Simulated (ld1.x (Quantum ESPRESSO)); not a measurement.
Ta: one change to a TM semilocal potential, before and after

| Item | Value |
| --- | --- |
| Element | tantalum (Ta) |
| Generator | ld1.x (Quantum ESPRESSO) 7.5 |
| Type | norm-conserving Troullier–Martins (semilocal form) |
| Functional | PBE |
| Relativity | scalar-relativistic |
| Frozen core | [Xe] 4f14 |
| Valence charge | 5 |
| Reference configuration | 5d3 6s1 6p0 (charge +1) |
| Partial waves | 6s (bound): rc 2.00 bohr; 6p (bound, empty): rc 2.45 bohr; 5d (bound): rc 1.50 bohr |
| Local potential | the d channel |
| Core correction | Bessel-smoothed model core inside 0.80 bohr |

Change: functional LDA (PZ).

Cutoffs: the cutoffs (Ry, on a coarse ladder) from which the occupation-weighted sum of valence levels, in a spherical-Bessel basis at the reference potential, stays within 10 and 1 mRy of its value at 400 Ry; they do not see the model core or the augmentation charge, which bear on the density cutoff. Errors are all-electron minus pseudo energies relative to the spin-unpolarised reference configuration.

Q: Predict the effect on cutoff, ghosts and configuration errors.

A: The potential gets neither clearly harder nor softer (30 Ry and 55 Ry → 30 Ry and 55 Ry); the number of tests that count goes from 7 to 9; of the 7 tests that both files solve, the error grows in 2 and shrinks in 1 by more than 15 % and 0.3 meV (median size 45.2 → 41.2 meV); neither file shows a bound ghost at the reference potential, the only one tested. A semilocal file is local in each channel, so a ghost entry of none says nothing of the separable form that plane-wave codes build from it.

```csv
quantity,base,changed
"cutoff, loose",30 Ry,30 Ry
"cutoff, tight",55 Ry,55 Ry
bound ghosts,none,none
"error for 5d3 6s2 6p0, meV [ΔE -8.47 → -8.70 eV]",+2.9,+4.0
"error for 5d3 6s0 6p0, meV [ΔE 14.97 → 15.31 eV]",-15,-13
"error for 5d2 6s0 6p0, meV [ΔE 38.58 → 39.24 eV]",-200,-194
"error for 5d3 6s1 6p1, meV [ΔE -4.29 → -4.44 eV]",+2.2,+3.2
"error for 5d2 6s2 6p1, meV [ΔE -5.48 → -5.61 eV]",-53,-41
"error for 5d1 6s0 6p0, meV [ΔE 73.62 → 74.60 eV]",-879,-870
"error for 5d4 6s0 6p0, meV [ΔE 1.43 → 1.46 eV]",-45,-41
s: phases at 2.66 bohr within 0.05 rad from the reference energy up to (Ry; the scan ends near 5),-0.4,-0.4
p: phases at 2.66 bohr within 0.05 rad from the reference energy up to (Ry; the scan ends near 5),-0.2,-0.2
d: phases at 2.66 bohr within 0.05 rad from the reference energy up to (Ry; the scan ends near 5),2.4,2.4
```

Base: These tests converged, but a pseudo level misses the all-electron one widely, so the file describes the atom poorly there or has found another state: 5d1 6s0 6p0: empty 6p by 4.0 eV (a node warning on the way). Changed file: These tests converged, but a pseudo level misses the all-electron one widely, so the file describes the atom poorly there or has found another state: 5d1 6s0 6p0: empty 6p by 4.3 eV (a node warning on the way).
